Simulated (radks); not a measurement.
Initial-state core-level shifts of the titanium ion Ti2+ when its valence configuration changes from [Ar] 3d2. All-electron calculation, Dirac Kohn-Sham, LDA (Slater exchange, Perdew-Wang correlation), spin-unpolarised, spherical densities, finite nucleus; open shells fill j = l - 1/2 first; Fermi nuclear charge, rms radius 3.5921 fm. Program: a radial shooting solver on a logarithmic mesh with Libxc functionals. Shifts are changes of the shell-averaged eigenvalues in eV (positive: less bound); the change of the density at the nucleus, which sets a Mossbauer isomer shift, is in e/bohr^3, on a base of 8437.

\begin{tabular}{lrrrrr}
valence & 1s & 2p & 3s & 3p & density at nucleus \\ \hline
3d1.5 4s0.5 & -3.157 & -3.602 & -3.028 & -2.899 & +3.7761 \\
3d1 4p1 & -7.682 & -8.621 & -7.321 & -7.037 & +1.7676 \\
3d1 4s1 & -6.596 & -7.535 & -6.239 & -5.973 & +8.0354 \\
4p2 & -16.404 & -18.524 & -15.206 & -14.607 & +4.1553 \\
4s2 & -14.368 & -16.456 & -13.191 & -12.626 & +18.3560 \\
4s1 4p1 & -15.400 & -17.503 & -14.211 & -13.629 & +11.3648 \\
3d1.5 4p0.5 & -3.712 & -4.153 & -3.584 & -3.447 & +0.8086 \\
3d0.5 4s0.5 4p1 & -11.396 & -12.891 & -10.686 & -10.256 & +6.2647 \\
\end{tabular}
